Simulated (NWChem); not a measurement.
# CaClF; SMILES [F][Ca][Cl]

```xyz
3

Ca     0.2682     0.5343     0.0000
F     -0.3307     2.3956     0.0000
Cl    -0.1405    -1.8969     0.0000
```
Atoms are numbered in this order, from 1.

All runs: NWChem. Structure relaxed at the PBE0/def2-SVP level. Total energies compare along this basis series because the functional is fixed.

```tsv
level	basis functions	energy (Ha)	highest occupied level (eV)	orbital gap (eV)	dipole (D)	relative time
Hartree-Fock/def2-SVP	56	-1235.5561	-10.99	10.90	3.89	1
Hartree-Fock/def2-SVPD	77	-1235.5779	-11.23	10.95	3.94	2
Hartree-Fock/def2-TZVP	104	-1235.9201	-11.20	10.99	3.94	4
Hartree-Fock/def2-TZVPP	109	-1235.9202	-11.20	10.99	3.93	5
Hartree-Fock/def2-QZVP	183	-1235.9564	-11.21	10.95	3.90	9
```

Times are rough ratios from one shared machine.
